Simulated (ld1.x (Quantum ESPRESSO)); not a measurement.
## Which change was made? (Sb, TM)

Sb (Z = 51), norm-conserving Troullier–Martins (Kleinman–Bylander form), made with ld1.x (Quantum ESPRESSO) 7.5 (PBE, scalar-relativistic). Core [Kr] 4d10, reference 5s2 5p2 (charge +1). Waves: 5p (bound): rc 1.70 bohr; 5d channel at -0.05 Ry: rc 1.50 bohr; 5s (bound): rc 1.40 bohr. Local part: the s channel. Core correction: a·sin(br)/r model core, default radius (core density twice the valence density).

Cutoffs, loose and tight: the cutoffs (Ry, on a coarse ladder) from which the occupation-weighted sum of valence levels, in a spherical-Bessel basis at the reference potential, stays within 10 and 1 mRy of its value at 400 Ry. They do not see the model core or the augmentation charge, which bear on the density cutoff. Test errors are all-electron minus pseudo excitation energies from the reference, over the configurations 5s2 5p3; 5s2 5p1; 5s2 5p0; 5s1 5p3; 5s2 5p3.3; 5s1 5p4; 5s2 5p2.5; variants that change the core or the reference have their own tests. The largest error is taken over the tests solved by every variant that gives reliable tests at all, those not shown here included: 5s1 5p3; 5s2 5p0; 5s2 5p1.

The base gives: outcome: generated; cutoff, loose: 55 Ry; cutoff, tight: 180 Ry; bound ghosts: p, d; largest test error (meV): -69.

Problem. After one change the result is: outcome: generated; cutoff, loose: 45 Ry; cutoff, tight: 180 Ry; bound ghosts: d; largest test error (meV): -75. Which change was it?
A. wave 5p (bound): rc 1.70 bohr becomes 5p (bound): rc 2.52 bohr
B. wave 5p (bound): rc 1.70 bohr becomes 5p (bound): rc 1.34 bohr
C. wave 5p (bound): rc 1.70 bohr becomes 5p (bound): rc 1.48 bohr

Solution. A. The others give: wave 5p (bound): rc 1.70 bohr becomes 5p (bound): rc 1.48 bohr → outcome: generated; cutoff, loose: 120 Ry; cutoff, tight: 180 Ry; bound ghosts: p, d; largest test error (meV): -73 | wave 5p (bound): rc 1.70 bohr becomes 5p (bound): rc 1.34 bohr → outcome: generated; cutoff, loose: 230 Ry; cutoff, tight: 300 Ry; bound ghosts: p, d; largest test error (meV): -67.
